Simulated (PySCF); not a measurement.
## Bi³⁹⁺: ionisation energy

Bi³⁹⁺ [Kr] 4d8 [4d3/2^4 4d5/2^4, M_J = 4] → Bi⁴⁰⁺ [Kr] 4d7 [4d3/2^4 4d5/2^3, M_J = 9/2], as a difference of total energies. Computed with PySCF 2.14 in an uncontracted even-tempered set (16 s from 4.6 bohr⁻², ratio 2.8; 14 p from 5.9 bohr⁻², ratio 2.8; 9 d from 5.9 bohr⁻², ratio 2.8; 3 f from 26 bohr⁻², ratio 3), with the two-component X2C-1e Hamiltonian. Correlated levels: [Ar] 3d10 frozen; the 90 highest virtual spinors dropped. "Screened" scales the spin-orbit matrix elements by Boettger's factors to mimic the two-electron term; Breit and QED terms are absent.

```
                    method  ionisation energy (eV)
           GHF (spin-free)                  1912.9
          GMP2 (spin-free)                  1913.3
 GHF (screened spin-orbit)                  1900.8
GMP2 (screened spin-orbit)                  1901.1
```

Breit and QED terms and the two-electron picture change are absent.

The spin-free rows relax to the high-spin LS determinant and lack the spin-orbit shift.

The labels give the starting determinants; with spin-orbit coupling the two ends relaxed to ⟨J²⟩ = 20.00, ⟨L²⟩ = 13.21, ⟨S²⟩ = 1.87 and ⟨J²⟩ = 24.75, ⟨L²⟩ = 16.05, ⟨S²⟩ = 2.63.

For comparison: 1902 ± 4 eV (theoretical estimate listed by NIST; NIST Atomic Spectra Database, ionization energies).
